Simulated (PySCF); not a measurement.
**Static response to an electric field**

Compound: C3H4N2OSi.
Numbering: `[N:1]#[C:2]/[CH:3]=[N:4]/[SiH2:5][CH:6]=[O:7]` (hydrogens: H8 on C3; H9, H10 on Si5; H11 on C6)

Structure used (GFN2-xTB), in Å, numbered top down from 1:
```
atom  x, y, z in Å
N1     3.744    1.017   -0.407
C2     2.784    0.391   -0.379
C3     1.612   -0.412   -0.358
N4     0.568   -0.024    0.228
Si5   -1.024   -0.590    0.469
C6    -2.036    0.835   -0.339
O7    -3.096    0.651   -0.872
H8     1.721   -1.370   -0.881
H9    -1.177   -0.494    1.916
H10   -1.465   -1.863   -0.099
H11   -1.625    1.861   -0.264
```

Level: B3LYP/def2-SVPD (PySCF), static field, nuclei fixed, core orbitals frozen in the response. The polarisability tensor in these axes (au):

```
x   122.32   5.79  -3.81
y     5.79  69.27  -1.92
z    -3.81  -1.92  59.25
```

Q: What are the eigenvalues, a third of the trace, and Δα (Δα² = ½Σ(αi − αj)² over the three pairs)?

A: Principal values 58.77, 68.87 and 123.19 au; mean 83.61 au = 12.39 Å³ = 13.79 × 10⁻⁴⁰ C²·m²/J; Δα = 60.02 au (72 % of the mean).

Q: What is the dipole moment, and where does it point?

A: (-0.42, -2.56, 0.56) D, 2.65 D in size, pointing from the negative to the positive side. Measured along this direction, the outermost atoms are N1 and H11 at the negative end and H10 at the positive end.

Q: Traceless (Buckingham) quadrupole moment about the centre of nuclear charge: eigenvalues?

A: -25.97, 10.01, 15.97 D·Å. The values depend on the origin, since the dipole doesn't vanish. The electronic extent ⟨r²⟩ about the same centre is 1316 bohr², a root-mean-square distance of 2.52 Å for the 58 electrons.

Q: What molar refraction does this α imply?

A: Lorentz–Lorenz: R = (4π/3)N_A α = 2.5225 cm³/(mol·Å³) × 12.39 Å³ = 31.3 cm³/mol, in the limit of long wavelengths.

Q: Along which axes do the principal values lie, and how far do the nuclei extend along each?

A: Largest value along (0.99, 0.11, -0.06), where the nuclei span 6.80 Å; middle along (-0.12, 0.98, -0.15), 3.70 Å; least along (0.05, 0.16, 0.99), 2.77 Å. The response follows the extents in order.

Q: Form Σ f/ω² (atomic units) for the 8 lowest TDDFT singlets, given as eV and f, and set it beside the mean polarisability, which is this sum over all singlets: 3.12, 0.0191; 3.51, 0.0008; 3.70, 0.0816; 5.04, 0.0151; 5.65, 0.0012; 5.79, 0.0092; 6.09, 0.2572; 6.37, 0.0186.

A: They add up to 12.07 au, 14.4 % of the 83.61 au; the largest single term is 5.13 au, from the state at 6.09 eV. Terms in order: 1.46, 0.05, 4.42, 0.44, 0.03, 0.20, 5.13, 0.34 au. Higher excitations give the rest. The strengths listed sum to 0.403.

The structure is a single GFN2-xTB conformer in the gas phase; no vibrational or solvent corrections.

The run behind these numbers computed excited states as well. On one thread of an Intel Xeon 6975P-C, shared host, this took 16 s and 0.71 GiB of memory at its peak.
